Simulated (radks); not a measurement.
Results of a calculation; reference values are marked as such.
The table gives one normalised radial function P(r) = r R(r) of Ta in [Xe] 4f14 5d3 6s2 (r in bohr). Level of theory: scalar-relativistic Kohn-Sham, HCTH/407, spin-polarised, spherical densities, point nucleus; open shells are filled with parallel spins first (spin-orbit coupling, left out, can overturn this in heavy ions) (a radial shooting solver on a logarithmic mesh with Libxc functionals).

r,P
0.0008086,0.0011
0.001114,0.0019
0.001533,0.0032
0.002112,0.0055
0.002908,0.0094
0.003973,0.0157
0.005471,0.0264
0.007535,0.0436
0.01038,0.0703
0.01429,0.1090
0.01968,0.1593
0.0271,0.2129
0.03732,0.2462
0.05139,0.2172
0.07078,0.0832
0.09747,-0.1448
0.1332,-0.3324
0.1834,-0.2730
0.2525,0.1125
0.3478,0.4923
0.4789,0.3660
0.6595,-0.2800
0.9083,-0.8875
1.251,-0.9897
1.723,-0.6582
2.372,-0.2764
3.241,-0.0727
4.463,-0.0097
6.146,-0.0006
8.464,0.0000
11.66,0.0000
16.05,0.0000

Which n and l does it have? It may be an empty orbital.

Answer. n = 5, l = 1: the number of nodes gives n - l - 1 = 3, the rise at small r (about r^(l+1), flatter next to the nucleus through relativity) gives l, and the extent must fit the shell. The curve is that of 5p up; the table hardly tells the two spins apart. 5p up: eigenvalue -40.395 eV, 3 radial nodes at r = 0.0803, 0.234, 0.583 bohr, <r> = 1.30 bohr, 90 % of the charge inside 1.90 bohr.
